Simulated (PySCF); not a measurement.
Positional isomers: butadiene methyl+boryl. Gas-phase values, no solvent. One relaxed conformer stands for each flexible species; it need not be the lowest. Strings in code marks are SMILES.

The HOMO from two functionals at the same geometries (CAM-B3LYP-D3(BJ)/def2-TZVP), both in PySCF: PBE-D3(BJ)/def2-TZVP and CAM-B3LYP-D3(BJ)/def2-TZVP. 

```json
[
 {"species": "`C/C=C\\C(B)=C`", "CAM-B3LYP-D3(BJ)/def2-TZVP (eV)": "-8.06"},
 {"species": "`C(/B)(=C/C=C)C`", "CAM-B3LYP-D3(BJ)/def2-TZVP (eV)": "-8.11"},
 {"species": "`B/C=C(/C)C=C`", "CAM-B3LYP-D3(BJ)/def2-TZVP (eV)": "-8.40"},
 {"species": "`B/C=C(\\C)C=C`", "CAM-B3LYP-D3(BJ)/def2-TZVP (eV)": "-8.43"},
 {"species": "`C(/C=C/B)(=C)C`", "CAM-B3LYP-D3(BJ)/def2-TZVP (eV)": "-8.43"},
 {"species": "`C(/B)=C\\C=C\\C`", "CAM-B3LYP-D3(BJ)/def2-TZVP (eV)": "-8.19"}
]
```

Q: What does PBE-D3(BJ)/def2-TZVP give for each?

A: 
- `C/C=C\C(B)=C`: -5.88
- `C(/B)(=C/C=C)C`: -6.06
- `B/C=C(/C)C=C`: -6.32
- `B/C=C(\C)C=C`: -6.37
- `C(/C=C/B)(=C)C`: -6.37
- `C(/B)=C\C=C\C`: -6.15
Over these rows, drawn at random from the members with no instability flagged (it was tested for open shells, ions and some series alone), PBE minus CAM-B3LYP-D3(BJ): mean +2.08 eV, from +2.03 eV to +2.18 eV.
